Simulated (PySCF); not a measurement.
Cost of one run: excited-state job, H2Se2.

Method: TDDFT B3LYP/def2-SVPD, vertical, gas phase, core orbitals frozen in the response (PySCF 2.14.0, density-fitted response routines). Geometry: PBE0-D3(BJ)/def2-SVP. Work: 10 singlets by full TDDFT, 4 Tamm–Dancoff triplets, polarisability, ΔSCF ions, density and orbital grids written, density fitting. The command runs a driver script over a list of jobs; the input below is this job's line of settings and its coordinates in Å.

Command:
```bash
OMP_NUM_THREADS=1 python probes_run.py task.json out
```

Input:
```
{"job": {"kind": "uv", "xc": "B3LYP", "basis": "def2-SVPD", "ip": true, "nstates": 10}, "charge": 0, "multiplicity": 1}
Se    -0.994447    -0.348406    -0.716475
Se     1.209679    -0.394877     0.034362
H     -1.115702     1.120299    -0.794858
H      0.900480    -0.377016     1.476980
```

Hardware: an Arm Neoverse V2 with one thread, shared host with 192 logical CPUs at a one-minute load of 93. PySCF's memory limit was set to 1600 MB.

Q: How large is the basis?

A: 98 functions for 70 electrons, with 588 fitting functions; the fitted three-index integrals, 588 × 98 × 99/2 numbers of 8 bytes, come to 22 MiB.

Q: What wall time should be expected on this hardware?

A: About 14 s. The SCF took 10 cycles.

Q: How much memory does it need at the peak?

A: About 0.39 GiB. Peak memory is the resident size of the whole Python process, interpreter and libraries included.

Other jobs ran on the host; a repeat could differ by tens of per cent or more.

The run converged: HOMO -6.99 eV, LUMO -2.10 eV; lowest singlet 3.76 eV; lowest triplet 3.20 eV (Tamm–Dancoff); mean polarisability 59.5 au.
